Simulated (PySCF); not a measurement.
Screening by computed properties: pick the candidate that meets the target.

Each SMILES stands for a single optimised conformer of the isolated species, non-relativistic unless stated. Electronic properties by PySCF.

The conformers computed, where there is a choice (atom-mapped SMILES and torsion angles):
- `[CH2:1][C:2](=[O:3])[C:4]1=[CH:5][CH:6]=[CH:7][C:8]1=[CH2:9]`: C1–C2–C4–C5 15°
- `[H]/[N:1]=[C:2]1/[CH:3][CH2:4][C@@H:5]1[SH:6]`: H–S6–C5–C4 -60°
- `[CH2:1][c:2]1[cH:3][cH:4][cH:5][c:6]([CH:7]=[O:8])[cH:9]1`: C5–C6–C7–O8 0°
- `[CH:1]#[C:2]/[C:3]([CH:4]=[O:5])=[CH:6]/[C:7]=[CH:8]\[CH3:9]`: C2–C3–C4–O5 -178°
- `[CH:1]#[C:2][C@@H:3]([CH:4][C:5]#[C:6][CH3:7])[CH:8]=[O:9]`: C2–C3–C4–C5 -115°, C2–C3–C8–O9 -124°
- `[CH2:1]=[C:2]1[C:3]=[CH:4]/[C:5]1=[CH:6]\[C:7]([CH3:8])=[O:9]`: C5–C6–C7–C8 179°

(1) Wanted: smallest rotational constant above 1.4 GHz (GFN2-xTB) and isotropic g value above 2.0026 (unrestricted B3LYP/pcH-1, mean-field spin–orbit), at GFN2-xTB geometries. Which candidate meets both?
A. `C1(/[C@@H](S)C[CH]1)=N/[H]` [radical]
B. `C(=O)/C(C#C)=C\[C]=C/C` [radical]
C. `C=C1[C]=C/C1=C\C(C)=O` [radical]
D. `[CH2]c1cccc(C=O)c1` [radical]
E. `O=C[C@@H](C#C)[CH]C#CC` [radical]
F. `[CH2]C(=O)C1=CC=CC1=C` [radical]

Answers

(1) A. Computed values:
```csv
species,smallest rotational constant,isotropic g value
O=C[C@@H](C#C)[CH]C#CC [radical],0.661 GHz,2.00269
C(=O)/C(C#C)=C\[C]=C/C [radical],0.745 GHz,2.00357
C=C1[C]=C/C1=C\C(C)=O [radical],0.817 GHz,2.00197
[CH2]c1cccc(C=O)c1 [radical],0.894 GHz,2.00244
[CH2]C(=O)C1=CC=CC1=C [radical],1.020 GHz,2.00449
C1(/[C@@H](S)C[CH]1)=N/[H] [radical],1.771 GHz,2.00388
```
